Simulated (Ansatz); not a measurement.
Cost and result for the atomization energy of `[GaH2][AsH2]` (6 atoms, 5 bonds).

```csv
atom,x (Å),y (Å),z (Å)
Ga1,0.742,-0.710,-0.053
As2,-1.430,0.318,0.169
H3,1.232,-1.175,-1.470
H4,1.590,-1.003,1.235
H5,-1.213,1.216,-1.038
H6,-0.921,1.355,1.157
```

Total charge 0; spin multiplicity 1. Correlated methods include outer-core shells of As, Ga, which these sets cover unevenly. Scalar relativity is left out up to krypton. All single points use the PBE0-D4/def2-TZVP geometry. Program: Ansatz. All runs use 2 threads of an AMD EPYC 7B13 on a shared host. Times are those of one run each, without the atoms' runs, and a repeat can differ threefold. Electronic energies, without spin–orbit coupling; frozen cores. CCSD(T)/CBS adds CCSD(T) − MP2 in def2-TZVPP to the MP2 limit, and its time is that of the two runs behind it. T1 = 0.012. With those shells the extrapolation isn't a true limit. HSE06 is the plane-wave form, built on full-range PBE exchange.

CCSD(T)/CBS is a level of theory with its own doubt, some kJ/mol a heavy atom from the limit and from the frozen cores, so smaller differences don't rank the functionals.

```json
{"level": "revPBE-D4/def2-TZVPP", "functions": "152", "wall time": "1.3 s"}
{"level": "BLYP-D4/def2-TZVPP", "functions": "152", "wall time": "1.4 s"}
{"level": "PBE-D4/def2-TZVPP (with forces)", "functions": "152", "wall time": "1.5 s"}
{"level": "BHLYP-D4/def2-TZVPP", "functions": "152", "wall time": "2 s"}
{"level": "HSE06-D4/def2-TZVPP", "functions": "152", "wall time": "2.2 s"}
{"level": "CAM-B3LYP-D4/def2-TZVPP", "functions": "152", "wall time": "2.4 s"}
{"level": "CCSD(T)/def2-SVP", "functions": "84", "wall time": "3.1 s"}
{"level": "B2PLYP/def2-TZVPP", "functions": "152", "wall time": "3.4 s"}
{"level": "ωB97X-V/def2-TZVPP", "functions": "152", "wall time": "5.5 s"}
{"level": "B97M-V/def2-TZVPP", "functions": "152", "wall time": "6 s"}
{"level": "MP2/def2-QZVPP", "functions": "298", "wall time": "13 s"}
{"level": "CCSD(T)/def2-TZVPP", "functions": "152", "wall time": "26 s"}
{"level": "CCSD(T)/CBS(def2)", "functions": "–", "wall time": "39 s"}
```

(1) What atomization energy does each give, and how far from CCSD(T)/CBS? (An estimate is asked.)

Results:

(1) Computed: 
```tsv
level	atomization (kcal/mol)	difference from CCSD(T)/CBS	per bond
revPBE-D4/def2-TZVPP	311.7	-11.1	-2.2
BLYP-D4/def2-TZVPP	318.3	-4.5	-0.9
PBE-D4/def2-TZVPP (with forces)	317.9	-4.9	-1.0
BHLYP-D4/def2-TZVPP	317.0	-5.8	-1.1
HSE06-D4/def2-TZVPP	315.7	-7.1	-1.4
CAM-B3LYP-D4/def2-TZVPP	323.0	0.2	0.0
CCSD(T)/def2-SVP	297.0	-25.8	-5.1
B2PLYP/def2-TZVPP	316.3	-6.5	-1.3
ωB97X-V/def2-TZVPP	327.7	4.9	1.0
B97M-V/def2-TZVPP	327.9	5.1	1.0
MP2/def2-QZVPP	311.6	-11.2	-2.2
CCSD(T)/def2-TZVPP	317.1	-5.7	-1.1
CCSD(T)/CBS(def2)	322.8	0.0	0.0
```

Leaving LDA and LC-ωPBE aside and taking each functional with its dispersion term where it has one, the values spread over 16.2 kcal/mol, from revPBE-D4 to B97M-V. LDA lies +50.8 kcal/mol from PBE without D4, its usual overbinding. From r2SCAN to r2SCAN0 (25 % exact exchange), in def2-TZVPP and without D4, the atomization energy moves by −3.8 kcal/mol: exact exchange takes away binding that semilocal exchange gives to molecules. In def2-TZVPP, CCSD(T) changes the Hartree–Fock value by +95.0 kcal/mol (the triples alone add +3.7 kcal/mol) and MP2 by +86.3 kcal/mol; breaking electron pairs costs correlation energy, which Hartree–Fock lacks.
